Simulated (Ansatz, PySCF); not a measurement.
Gas-phase reaction (SMILES): OCCC[SiH2]O + 3 C (CH4) + [SiH4] (SiH4) → 2 CC (C2H6) + CO (CH4O) [methanol] + C[SiH3] [methylsilane] + O[SiH3]; bond separation energy.

Each molecule is optimised on its own at B3LYP-D3(BJ)/def2-TZVP (Ansatz, a program for electronic structure), one conformer each, not searched for the lowest. Correlated levels leave the core frozen unless marked. Spin-orbit coupling is left out. No relativistic terms. Basis-set limits of correlation are two-point, X^-3; Hartree-Fock from the larger set. The bracket is a focal-point correction in the basis named. Thermal terms are rigid-rotor harmonic-oscillator values from B3LYP-D3(BJ) frequencies (Ansatz or PySCF) at 298.15 K and 1 atm. 1 Eh = 627.5095 kcal/mol.

```
species        E, RI-MP2/CBS(cc-pV(T+d)Z,cc-pV(Q+d)Z)+[CCSD(T)-MP2]/cc-pV(T+d)Z (Ansatz) (Eh)  E, B3LYP-D3(BJ)/def2-TZVPD (Ansatz + dftd3) (Eh)  H - E (Eh)
-------------  ------------------------------------------------------------------------------  ------------------------------------------------  ----------
OCCC[SiH2]O                                                                        -559.64225                                        -560.49307     0.13969
C (CH4)                                                                             -40.46125                                         -40.53958     0.04840
CC (C2H6)                                                                           -79.71807                                         -79.86964     0.07887
CO (CH4O)                                                                          -115.61425                                        -115.78119     0.05533
C[SiH3]                                                                            -330.73641                                        -331.26788     0.06602
O[SiH3]                                                                            -366.68646                                        -367.23056     0.04319
[SiH4] (SiH4)                                                                      -291.46100                                        -291.91976     0.03520
```

Problem. Work out ΔE and ΔH at 298.15 K at the first level, then ΔH at the second.

Solution. 
1. ΔE = [2×(-79.71807) + (-115.61425) + (-330.73641) + (-366.68646)] - [(-559.64225) + 3×(-40.46125) + (-291.46100)] = 0.01374 Eh = 8.6 kcal/mol at RI-MP2/CBS(cc-pV(T+d)Z,cc-pV(Q+d)Z)+[CCSD(T)-MP2]/cc-pV(T+d)Z.
2. The terms H - E add up to 0.00219 Eh, so ΔH = (0.01374 + (0.00219))×627.5095 = 10.0 kcal/mol.
3. At B3LYP-D3(BJ)/def2-TZVPD the same steps give ΔE = 7.9 and ΔH = 9.3 kcal/mol, a shift of -0.7 from the first level.
4. These values are not checked against measurement here, since the tables used lack a sound gas-phase enthalpy of formation for at least one species.
